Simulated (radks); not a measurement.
Polarisability of the nitrogen ion N5+, [He], at imaginary frequency. Calculated with a radial shooting solver on a logarithmic mesh with Libxc functionals: scalar-relativistic Kohn-Sham, LB94 model potential, spin-polarised, spherical densities, finite nucleus; Fermi nuclear charge, rms radius 2.5582 fm. Response by self-consistent Sternheimer equations with the Hartree and adiabatic LDA kernel, the relativistic mass of each level held fixed and spin-orbit coupling left out.

w (hartree)  alpha1(iw) (bohr^3)  alpha2(iw) (bohr^5)
0.00266                 0.004751            0.0003991
0.0143                  0.004751            0.0003991
0.0360                  0.004751            0.0003991
0.0697                  0.004751            0.0003991
0.118                   0.004751            0.0003991
0.186                   0.004751            0.0003990
0.280                   0.004750            0.0003990
0.413                   0.004748            0.0003989
0.605                   0.004745            0.0003988
0.892                   0.004739            0.0003985
1.35                    0.004723            0.0003977
2.12                    0.004683            0.0003956
3.59                    0.004560            0.0003893
6.94                    0.004114            0.0003651
17.5                    0.002459            0.0002552

Static values: alpha1 = 0.004751 bohr^3 (0.0007040 angstrom^3; uncoupled 0.004903), alpha2 = 0.0003991 bohr^5, alpha3 = 0.00008506 bohr^7. C6 = 0.0003103, C8 = 0.0001468, triple-dipole C9 = 1.098e-06 atomic units. One-pole (London) frequency 4 C6 / (3 alpha1^2) = 18.328 hartree, against 19.840 for minus the highest occupied eigenvalue.
